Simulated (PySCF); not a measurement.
2-(4-methylthiophen-2-yl)pyridine (C10H9NS), SMILES Cc1csc(-c2ccccn2)c1.

Coordinates come from a PBE0-D3(BJ)/def2-SVP optimisation. The values are those of a single conformer.

These are SMD-PBE0/def2-SVP (PySCF) values and carry that method's errors.

Solvation free energies are E(SMD) − E(gas) at the gas-phase geometry, for 1 M in both phases. In vacuum the dipole moment is 2.24 D.

```json
[
 {"solvent": "water", "ΔG(solv) (kcal/mol)": "-4.1", "its non-electrostatic (CDS) part": "3.4", "dipole (D)": "3.54"},
 {"solvent": "benzene", "ΔG(solv) (kcal/mol)": "-8.1", "its non-electrostatic (CDS) part": "-5.1", "dipole (D)": "2.75"},
 {"solvent": "acetone", "ΔG(solv) (kcal/mol)": "-9.6", "its non-electrostatic (CDS) part": "-2.6", "dipole (D)": "3.45"}
]
```
